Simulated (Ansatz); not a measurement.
Job for Ansatz (an electronic-structure program): U-r2SCAN/def2-TZVPP on GeH, 2S+1 = 2, a spin state set in the input, which need not be the lowest, a point of a bond scan (R = 1.608 Å).

Ansatz 0.2 input:
```yaml
crystal:
  periodic: [false, false, false]
  atoms:
    - {symbol: H, position_ang: [0.00000000, 0.00000000, 0.00000000]}
    - {symbol: Ge, position_ang: [0.00000000, 0.00000000, 1.60799600]}
basis:
  gaussian:
    orbitals: def2-TZVPP
    pivot_positions_ang: [[0.00000000, 0.00000000, 0.00000000], [0.00000000, 0.00000000, 1.60799600]]
hamiltonian:
  xc: {name: r2SCAN}
magnetization: {spin_polarized: true, initial_magnetization: 1}
output: {forces: true, orbitals: {seedname: ./end}}
```

It printed:

```
WARN ansatz: RAYON_NUM_THREADS=2 ignored (pool sized by the plan → 2); use --threads N
Functional definition: r2SCAN
integrals: 0.01 GiB planned
417 factors; their error is unknown
mean field: 0.17 GiB planned
mean field evaluation 1: about -56531.5475 eV, gradient 1.0e1 eV
mean field evaluation 2: about -56531.6404 eV, gradient 1.1e1 eV
mean field evaluation 4: about -56531.9843 eV, gradient 4.3e-1 eV
mean field evaluation 8: about -56531.9767 eV, gradient 3.1e-2 eV
mean field evaluation 16: about -56531.9767 eV, gradient 3.5e-5 eV
mean field -56531.97667376 eV, -2077.5118240108 hartree, gradient 3.5e-5 eV, S^2 0.756226; 2 other end points of the search recorded, 0 dependent functions left out
the calculation of the forces begins
reference -56531.97668224 eV, -2077.5118243224 hartree; 17, 16 occupied and 45, 46 virtual orbitals, 417 factors
Total energy: -56531.97668224 eV, -2077.5118243224 hartree
Atom 0 at     0.000000     0.000000     0.000000 Å, force     0.000000     0.000000     0.139300 eV/Å
Atom 1 at     0.000000     0.000000     1.607996 Å, force     0.000000     0.000000    -0.139300 eV/Å
Dipole moment:    -0.000000    -0.000000     0.027786 e Å
```

The run converged.

Cost: around 1.7 core-seconds (rough).
